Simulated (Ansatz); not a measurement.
Relaxation of the cluster Be2Te3 with RKS PBE0-D4/def2-SVP.

```sh
$ ansatz run in.yaml --threads 4 --pin off --events-out ev --progress --plain --max-ram 4787MiB
```

```yaml
crystal:
  periodic: [false, false, false]
  atoms:
    - {symbol: Be, position_ang: [0.923990, -0.202510, -0.132580]}
    - {symbol: Be, position_ang: [-2.268070, 0.048550, 0.802060]}
    - {symbol: Te, position_ang: [-0.493540, 1.584090, 0.583210]}
    - {symbol: Te, position_ang: [-1.182380, -0.363030, -1.248870]}
    - {symbol: Te, position_ang: [3.020000, -1.067100, -0.003820]}
basis:
  gaussian: {orbitals: def2-SVP}
hamiltonian: {xc: pbe0, dispersion: d4}
scf: {lower_state_search: "off"}
output: {orbitals: {seedname: orbitals}}
relax: {f_tol: 0.02, max_steps: 100}
```

Hardware: 4 threads of Arm Neoverse V2 on a shared host. Wall time 33 s.

Positions (Å) and forces (eV/Å) at steps 1, 2, 3, 4, 5, 6, 7, 8, 9, 10, 11, 12, 13, 14, 15, 16, 17, 18, 19, 22 of 22:

```xyz
5
step=1 energy=-22681.7907 eV
Be    0.924   -0.203   -0.133    1.268   -0.835    0.412
Be   -2.268    0.049    0.802    0.520    0.006   -0.201
Te   -0.494    1.584    0.583   -0.056    1.069    0.809
Te   -1.182   -0.363   -1.249   -0.697   -0.732   -0.889
Te    3.020   -1.067   -0.004   -1.036    0.492   -0.132
5
step=2 energy=-22682.2128 eV
Be    0.879   -0.275   -0.039   -0.964    0.366   -0.025
Be   -2.087    0.037    0.747    1.205    0.570   -1.059
Te   -0.447    1.729    0.705   -0.371   -0.544    0.435
Te   -1.233   -0.492   -1.386   -0.280   -0.279    0.684
Te    2.888   -0.998   -0.027    0.410   -0.112   -0.035
5
step=3 energy=-22682.5659 eV
Be    0.792   -0.267   -0.015   -1.524    0.617   -0.082
Be   -1.928    0.079    0.643    0.795    0.448   -0.777
Te   -0.405    1.778    0.843   -0.123   -0.559    0.307
Te   -1.260   -0.636   -1.429   -0.014   -0.247    0.601
Te    2.801   -0.954   -0.041    0.866   -0.260   -0.049
5
step=4 energy=-22682.9627 eV
Be    0.657   -0.222   -0.011   -0.610    0.236   -0.021
Be   -1.790    0.145    0.520    0.407    0.344   -0.518
Te   -0.341    1.789    0.994    0.025   -0.221    0.374
Te   -1.258   -0.800   -1.443   -0.024   -0.360    0.243
Te    2.733   -0.912   -0.060    0.202    0.002   -0.078
5
step=5 energy=-22683.2484 eV
Be    0.564   -0.197   -0.002   -0.077    0.019    0.008
Be   -1.714    0.249    0.380    0.363    0.318   -0.474
Te   -0.281    1.786    1.157   -0.014   -0.301    0.236
Te   -1.259   -0.974   -1.440    0.016   -0.217    0.315
Te    2.690   -0.864   -0.095   -0.287    0.182   -0.085
5
step=6 energy=-22683.4400 eV
Be    0.495   -0.200    0.026    0.154   -0.052   -0.003
Be   -1.657    0.363    0.238    0.384    0.213   -0.371
Te   -0.227    1.758    1.292   -0.157   -0.448   -0.040
Te   -1.246   -1.120   -1.416    0.034    0.091    0.467
Te    2.635   -0.801   -0.141   -0.415    0.196   -0.053
5
step=7 energy=-22683.5386 eV
Be    0.453   -0.226    0.070   -0.050   -0.073    0.097
Be   -1.603    0.480    0.094    0.350    0.059   -0.194
Te   -0.189    1.706    1.397   -0.308   -0.510   -0.361
Te   -1.230   -1.231   -1.367    0.030    0.443    0.536
Te    2.569   -0.729   -0.193   -0.023    0.081   -0.078
5
step=8 energy=-22683.6404 eV
Be    0.440   -0.296    0.149   -0.031   -0.130    0.154
Be   -1.558    0.599   -0.050    0.152   -0.017   -0.038
Te   -0.218    1.620    1.433   -0.077   -0.097   -0.149
Te   -1.236   -1.255   -1.272    0.018    0.164    0.098
Te    2.572   -0.668   -0.260   -0.062    0.081   -0.065
5
step=9 energy=-22683.6863 eV
Be    0.392   -0.419    0.300    0.099   -0.024   -0.006
Be   -1.481    0.660   -0.144    0.061   -0.016    0.003
Te   -0.207    1.602    1.439   -0.020   -0.109   -0.117
Te   -1.220   -1.265   -1.259    0.067    0.110    0.091
Te    2.515   -0.578   -0.335   -0.206    0.039    0.028
5
step=10 energy=-22683.6955 eV
Be    0.364   -0.475    0.380    0.105    0.054   -0.028
Be   -1.442    0.687   -0.188    0.078   -0.016    0.044
Te   -0.189    1.586    1.433   -0.055   -0.010   -0.020
Te   -1.182   -1.265   -1.250    0.012    0.000   -0.012
Te    2.450   -0.533   -0.375   -0.139   -0.028    0.016
5
step=11 energy=-22683.7180 eV
Be    0.363   -0.465    0.420    0.120    0.200    0.161
Be   -1.417    0.691   -0.200    0.049    0.143    0.155
Te   -0.219    1.596    1.452   -0.187   -0.034   -0.030
Te   -1.133   -1.264   -1.248    0.151   -0.122   -0.135
Te    2.407   -0.559   -0.423   -0.133   -0.188   -0.151
5
step=12 energy=-22683.9841 eV
Be    0.377   -0.416    0.523    0.265    0.564    0.530
Be   -1.394    0.703   -0.211    0.161    0.395    0.408
Te   -0.311    1.630    1.499   -0.428   -0.176   -0.133
Te   -0.986   -1.252   -1.252    0.690   -0.301   -0.355
Te    2.315   -0.665   -0.559   -0.688   -0.482   -0.450
5
step=13 energy=-22684.4525 eV
Be    0.397   -0.354    0.614    0.301    0.528    0.589
Be   -1.368    0.709   -0.204    0.157    0.213    0.186
Te   -0.383    1.652    1.532   -0.376   -0.063    0.037
Te   -0.834   -1.246   -1.270    0.790   -0.199   -0.321
Te    2.188   -0.761   -0.671   -0.873   -0.478   -0.491
5
step=14 energy=-22684.7562 eV
Be    0.424   -0.298    0.698    0.350    0.372    0.386
Be   -1.332    0.710   -0.205    0.158    0.000   -0.054
Te   -0.446    1.672    1.567   -0.276   -0.008    0.141
Te   -0.688   -1.239   -1.289   -0.371   -0.172   -0.345
Te    2.043   -0.845   -0.772    0.140   -0.192   -0.127
5
step=15 energy=-22684.8753 eV
Be    0.554   -0.155    0.702    0.294    0.212    0.113
Be   -1.266    0.711   -0.217   -0.089   -0.042   -0.084
Te   -0.606    1.668    1.652    0.152   -0.240   -0.106
Te   -0.721   -1.244   -1.306   -0.132   -0.025   -0.162
Te    2.040   -0.980   -0.830   -0.225    0.095    0.238
5
step=16 energy=-22684.9490 eV
Be    0.690   -0.065    0.817   -0.048    0.396    0.254
Be   -1.206    0.635   -0.243   -0.163    0.004    0.040
Te   -0.619    1.662    1.643    0.114   -0.239   -0.110
Te   -0.800   -1.270   -1.416    0.070    0.047   -0.084
Te    1.935   -0.962   -0.801    0.026   -0.209   -0.101
5
step=17 energy=-22685.0318 eV
Be    0.811    0.089    0.860    0.153    0.192    0.075
Be   -1.216    0.535   -0.196   -0.167   -0.107   -0.142
Te   -0.639    1.663    1.635    0.070   -0.069    0.058
Te   -0.828   -1.252   -1.533    0.020    0.076   -0.035
Te    1.873   -1.035   -0.766   -0.077   -0.092    0.043
5
step=18 energy=-22685.0793 eV
Be    0.942    0.229    0.892   -0.051    0.031   -0.165
Be   -1.241    0.464   -0.190    0.091   -0.052    0.104
Te   -0.657    1.641    1.640    0.042   -0.057   -0.034
Te   -0.857   -1.236   -1.618    0.053    0.034   -0.041
Te    1.813   -1.098   -0.724   -0.135    0.044    0.136
5
step=19 energy=-22685.0797 eV
Be    0.999    0.371    0.860    0.086   -0.255   -0.277
Be   -1.214    0.351   -0.105   -0.013   -0.295   -0.340
Te   -0.667    1.650    1.647    0.027    0.034    0.054
Te   -0.865   -1.202   -1.742    0.058    0.304    0.367
Te    1.747   -1.170   -0.660   -0.158    0.212    0.195
5
step=22 energy=-22685.1006 eV
Be    0.978    0.344    0.806    0.001    0.000    0.000
Be   -1.259    0.359   -0.102    0.000    0.000    0.000
Te   -0.657    1.639    1.645   -0.001    0.001    0.001
Te   -0.835   -1.163   -1.704    0.000    0.000   -0.001
Te    1.773   -1.179   -0.645    0.001    0.000    0.000
```

In the def2 sets Te takes a core potential; there is no spin–orbit coupling. The structure comes from a short search, and lower isomers may exist.
